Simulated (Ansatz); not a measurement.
Species: Br$_{4}$Si, SMILES `Br[Si](Br)(Br)Br` (charge 0, multiplicity 1), formula Br₄Si.

Q: How many basis functions does frozen-core CCSD(T)/cc-pVTZ // B3LYP-D3(BJ)/def2-TZVP run with Ansatz (a quantum-chemistry and plane-wave program) use, how many core orbitals are frozen, and how many electrons are correlated?

A: 206 basis functions and 41 frozen orbitals, which leaves 72 correlated electrons (filled d shells below the valence shell are correlated). Core time is of the order of minutes.
